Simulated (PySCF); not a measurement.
Which determinant of AsH⁺ lies lowest?

Unrestricted PBE0; basis As def2-SVPD, H def2-SVPD; no relativity; PySCF 2.14. Outer shells of the fragments: As+ 3d10 4s2 4p2; H 1s1.

Followed along the bond (rough minima from three points):

```csv
2Ms+1,unpaired,⟨S²⟩ at the start,R at minimum (Å),Te (eV)
2,π ↑,0.75,1.54,0.00
4,"σ ↑, π ↑↑",3.75,1.65,1.73
```

Solutions found at the starting distance of 1.595 Å, counted from the lowest of them; the search is not exhaustive and high or unbound solutions are not listed, so other states can lie among these:

| 2Ms+1 | unpaired | term | E (eV) | ⟨S²⟩ | ⟨Lz²⟩ | μ (D) |
| --- | --- | --- | --- | --- | --- | --- |
| 2 | π ↑ | ²Π | 0.00 | 0.75 | 1.00 | 0.83 |
| 4 | σ ↑, π ↑↑ | ⁴Σ⁻ | 1.72 | 3.75 | 0.00 | 1.40 |
| 2 | σ ↓, π ↑↑ | mixed | 2.38 | 1.77 | 0.00 | 1.56 |
| 2 | σ ↑, π ↑↓ | mixed | 2.49 | 1.77 | 2.01 | 1.50 |
| 2 | σ ↑ | mixed | 3.70 | 0.76 | 2.00 | 1.48 |
| 4 | σ ↑↑, π ↑ | ⁴Π | 6.90 | 3.75 | 1.00 | 0.37 |
| 2 | π ↑ | ²Π | 8.26 | 0.79 | 1.00 | 2.01 |

A term symbol is given only where ⟨S²⟩ and ⟨Lz²⟩ are close to those of a pure state; real π, δ and φ orbitals otherwise mix terms. A positive dipole points towards H; it is taken about the centre of mass and depends on that origin.

Spin–orbit coupling is left out. Counting both spins, an empty level lies below a filled one in some of these solutions, because spin and occupation are held.
